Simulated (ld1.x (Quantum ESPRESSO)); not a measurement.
**What the settings do to the TM potential of rubidium (Rb)**

Base potential:

* Element: rubidium
* Generator: ld1.x (Quantum ESPRESSO) 7.5
* Type: norm-conserving Troullier–Martins (Kleinman–Bylander form)
* Functional: PBE
* Relativity: scalar-relativistic
* Frozen core: [Ar] 3d10
* Valence charge: 9
* Reference configuration: 4s2 4p6 5s1 5p0
* Partial waves: 4p (bound): rc 2.45 bohr; 4d channel at -0.05 Ry: rc 1.95 bohr; 4s (bound): rc 2.20 bohr
* Local potential: the s channel
* Core correction: none

Occupied shells without a wave of their own: 5s. They enter only through the test configuration that unscreens the potential.

Cutoffs, loose and tight: the cutoffs (Ry, on a coarse ladder) from which the occupation-weighted sum of valence levels, in a spherical-Bessel basis at the reference potential, stays within 10 and 1 mRy of its value at 400 Ry. They do not see the model core or the augmentation charge, which bear on the density cutoff. Test errors are all-electron minus pseudo excitation energies from the reference, over the configurations 4s2 4p6 5s0 5p0; 4s2 4p6 5s0.5 5p0; 4s2 4p6 5s0 5p1; 4s2 4p5 5s1 5p0; 4s1 4p6 5s1 5p0. A dash means not determined; rows that change the core or the reference have their own tests.

```tsv
change	outcome	cutoff, loose	cutoff, tight	bound ghosts	largest test error (meV)
base	generated, misses its reference levels by 0.22 eV	18 Ry	35 Ry	none	-384
wave 4p (bound): rc 2.45 bohr becomes 4p (bound): rc 2.18 bohr	generated, misses its reference levels by 0.22 eV	18 Ry	35 Ry	none	-384
wave 4p (bound): rc 2.45 bohr becomes 4p (bound): rc 2.42 bohr	generated, misses its reference levels by 0.22 eV	18 Ry	35 Ry	none	-384
wave 4p (bound): rc 2.45 bohr becomes 4p (bound): rc 2.58 bohr	generated, misses its reference levels by 0.22 eV	18 Ry	35 Ry	none	-383
wave 4p (bound): rc 2.45 bohr becomes 4p (bound): rc 2.88 bohr	generated, misses its reference levels by 0.22 eV	18 Ry	35 Ry	none	-384
wave 4p (bound): rc 2.45 bohr becomes 4p (bound): rc 3.12 bohr	generated, misses its reference levels by 0.22 eV	18 Ry	35 Ry	none	-384
wave 4p (bound): rc 2.45 bohr becomes 4p (bound): rc 3.42 bohr	generated, misses its reference levels by 0.22 eV	18 Ry	35 Ry	none	-385
wave 4p (bound): rc 2.45 bohr becomes 4p (bound): rc 3.68 bohr	generated, misses its reference levels by 0.22 eV	18 Ry	35 Ry	none	-386
```

(1) What comes out with this change to the base: wave 4p (bound): rc 2.45 bohr becomes 4p (bound): rc 1.56 bohr?

(2) What comes out with this change to the base: wave 4p (bound): rc 2.45 bohr becomes 4p (bound): rc 1.92 bohr?

## Answers

(1) outcome: generated, misses its reference levels by 0.22 eV; cutoff, loose: 35 Ry; cutoff, tight: 70 Ry; bound ghosts: none; largest test error (meV): -384.

(2) outcome: generated, misses its reference levels by 0.22 eV; cutoff, loose: 30 Ry; cutoff, tight: 45 Ry; bound ghosts: none; largest test error (meV): -384.

Reading the sweep of the p radius (base included, trends over the rows without a ghost): The loose cutoff falls from 35 Ry at 1.56 to 18 Ry at 3.68 bohr. A larger radius leaves more room for a smooth pseudo-wave, so fewer plane waves are needed; a smaller one forces it to follow the all-electron wave where it bends sharply. The median size of the test errors (rows with all tests solved) stays near 154.6 meV.
